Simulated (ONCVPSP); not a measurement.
## What the settings do to the ONCV potential of Se

Base potential:

ONCVPSP 4.0.1 input, shortened (lines: element, Z, core and valence counts, functional; n l f; lmax; l rc ep ncon nbas qcut; lloc lpopt rc5 dvloc0; l nproj debl; icmod fcfact rcfact), PBE, scalar-relativistic:

```
  Se 34.00    6    2        4      upf
    1    0    2.00
    2    0    2.00
    2    1    6.00
    3    0    2.00
    3    1    6.00
    3    2   10.00
    4    0    2.00
    4    1    4.00
    2
    0    1.45    0.00    5   10    4.90
    1    1.45    0.00    4    8    6.20
    2    1.90    0.10    4    8    5.20
    1    5    1.45    0.00
    0    3    3.30
    1    0    1.90
    2    2    2.30
    3    5.75    1.70
```

All-electron outer shells of the reference configuration (PBE, scalar-relativistic, ld1.x):

```tsv
shell	level (eV)	outermost node (bohr)	outermost maximum (bohr)
3p	-152.98	0.21	0.50
3d	-53.12	–	0.45
4s	-17.29	0.70	1.51
4p	-6.51	0.74	1.82
```

Cutoffs, loose and tight: the cutoffs (Ha) at which the residual kinetic energy of the hardest occupied pseudo-wave falls to 1 and 0.1 mHa per electron. They do not see the model core or the augmentation charge, which bear on the density cutoff. Test errors are all-electron minus pseudo excitation energies from the reference, over the configurations 4s2 4p3; 4s2 4p2; 4s2 4p1; 4s2 4p3.5. A dash means not determined; rows that change the core or the reference have their own tests.

For the base: The cutoffs count occupied waves only; projector 2 of the d channel, the hardest unoccupied one, needs 79 Ha at the loose tolerance.

A true bound ghost makes a file unfit for plane-wave use even where its test errors are small: the radial tests pick states by their node count and pass the ghost by.

| change | outcome | cutoff, loose | cutoff, tight | bound ghosts | GHOST(+) flags above zero | largest test error (meV) |
| --- | --- | --- | --- | --- | --- | --- |
| base | generated | 11 Ha | 28 Ha | s | s, d | -561 |
| d: debl 0.2 | generated | 11 Ha | 28 Ha | s, d | s | -561 |
| d: debl 0.35 | generated | 11 Ha | 28 Ha | s, d | s | -561 |
| d: debl 0.65 | generated | 11 Ha | 28 Ha | s, d | s | -561 |
| d: debl 0.8 | generated | 11 Ha | 28 Ha | s | s, d | -561 |
| d: debl 1.75 | generated | 11 Ha | 28 Ha | s | s, d | -561 |
| d: debl 2.65 | generated | 11 Ha | 28 Ha | s | s | -561 |
| d: debl 5.4 | generated | 11 Ha | 28 Ha | s | s | -561 |

Reading the sweep of the debl of the d channel (base included, trends over the rows without a ghost): Bound ghosts are found at 0.2, 0.35, 0.65, 0.8, 1.75, 2.3, 2.65, 5.4 Ha. Every judged row has one, so this setting neither creates nor removes them.
